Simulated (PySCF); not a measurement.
C3H8FNSi.
SMILES: `FCC/C=N/[SiH3]`

Torsions of this conformer, `[F:1][CH2:2][CH2:3]/[CH:4]=[N:5]/[SiH3:6]`: F1–C2–C3–C4 -179°, C2–C3–C4–N5 0°.

The closed-shell ground state was solved at several levels (PySCF, density fitting, gas phase, non-relativistic). Isolated species at its PBE0-D3(BJ)/def2-SVP geometry (one conformer only).

```json
{"level": "PBE0/def2-SVP", "basis functions": "128", "HOMO (eV)": "-7.24", "LUMO (eV)": "-0.71", "gap (eV)": "6.53", "dipole (D)": "1.92"}
{"level": "PBE0/def2-TZVP", "basis functions": "240", "HOMO (eV)": "-7.33", "LUMO (eV)": "-0.84", "gap (eV)": "6.49", "dipole (D)": "1.86"}
{"level": "PBE0/cc-pVDZ", "basis functions": "128", "HOMO (eV)": "-7.16", "LUMO (eV)": "-0.60", "gap (eV)": "6.56", "dipole (D)": "1.77"}
{"level": "PBE0/aug-cc-pVDZ", "basis functions": "214", "HOMO (eV)": "-7.32", "LUMO (eV)": "-0.86", "gap (eV)": "6.46", "dipole (D)": "1.90"}
{"level": "PBE0/6-311+G(2d,p)", "basis functions": "218", "HOMO (eV)": "-7.38", "LUMO (eV)": "-0.89", "gap (eV)": "6.49", "dipole (D)": "1.96"}
{"level": "PBE0/6-31G*", "basis functions": "104", "HOMO (eV)": "-7.11", "LUMO (eV)": "-0.50", "gap (eV)": "6.61", "dipole (D)": "1.91"}
{"level": "PBE0/pcSseg-0", "basis functions": "74", "HOMO (eV)": "-7.17", "LUMO (eV)": "-0.73", "gap (eV)": "6.44", "dipole (D)": "2.67"}
{"level": "PBE0/IGLO-III", "basis functions": "299", "HOMO (eV)": "-7.36", "LUMO (eV)": "-0.88", "gap (eV)": "6.48", "dipole (D)": "1.88"}
```

Q: Estimate the row for PBE0/cc-pVTZ, a basis of 296 functions; the other rows only guide the guess.

A: HOMO -7.30 eV, LUMO -0.79 eV, gap 6.51 eV, dipole 1.80 D.

Q: Over all these levels, which gives the widest orbital gap and which the narrowest?

A: PBE0/6-31G* has the widest, 6.61 eV, and PBE0/pcSseg-0 the narrowest, 6.44 eV. From the narrowest to the widest the HOMO moves by +0.06 eV and the LUMO by +0.23 eV.

Q: How much does the basis alone move the frontier levels among the 9 PBE0 rows (the withheld one included)?

A: The HOMO by 0.27 eV and the LUMO by 0.39 eV. By rising basis size (HOMO, LUMO in eV): pcSseg-0 -7.17, -0.73; 6-31G* -7.11, -0.50; def2-SVP -7.24, -0.71; cc-pVDZ -7.16, -0.60; aug-cc-pVDZ -7.32, -0.86; 6-311+G(2d,p) -7.38, -0.89; def2-TZVP -7.33, -0.84; cc-pVTZ -7.30, -0.79; IGLO-III -7.36, -0.88.

Q: How far do the dipole and the HOMO energy spread over the levels?

A: The dipole runs from 1.77 to 2.67 D (mean 1.96 D) and the HOMO from -7.38 to -7.11 eV.
